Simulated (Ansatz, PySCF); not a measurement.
Reaction (SMILES): [SiH3][SiH2][SiH2][SiH3] + 3 [H][H] (H2) → 4 [SiH4] (SiH4)
Geometries: B3LYP-D3(BJ)/def2-TZVP minima from Ansatz (a first-principles code), one conformer each, not searched for the lowest. Frequencies are from Ansatz or PySCF.

Property: energy of full hydrogenation (0 K, with B3LYP-D3(BJ) harmonic zero-point energies), in kcal/mol. Correlated levels leave the core frozen unless marked. No spin-orbit coupling. Non-relativistic. CBS marks a two-point X^-3 extrapolation of the correlation energy; Hartree-Fock from the larger set.

| level | program | energy of full hydrogenation (kcal/mol) | minus last row |
|---|---|---|---|
| r2SCANh/def2-TZVPD | Ansatz | -1.2 | 1.9 |
| HSE06-D4/def2-TZVPD | Ansatz + dftd4 | 2.7 | 5.8 |
| wB97M-V/def2-TZVPD | Ansatz | -7.2 | -4.1 |
| MP2/6-31G | Ansatz | 14.4 | 17.5 |
| MP2/6-31G* | Ansatz | 0.7 | 3.8 |
| SCS-MP2/aug-cc-pV(D+d)Z | Ansatz | -15.0 | -11.9 |
| CCSD/cc-pV(Q+d)Z | Ansatz | -8.5 | -5.4 |
| CCSD(T)/cc-pV(T+d)Z | Ansatz | -5.2 | -2.1 |
| CCSD(T) with core electrons (1s frozen past Ne)/cc-pwCVTZ | Ansatz | -5.3 | -2.2 |
| CCSD(T)/CBS(cc-pV(T+d)Z,cc-pV(Q+d)Z) | Ansatz | -3.1 | 0.0 |
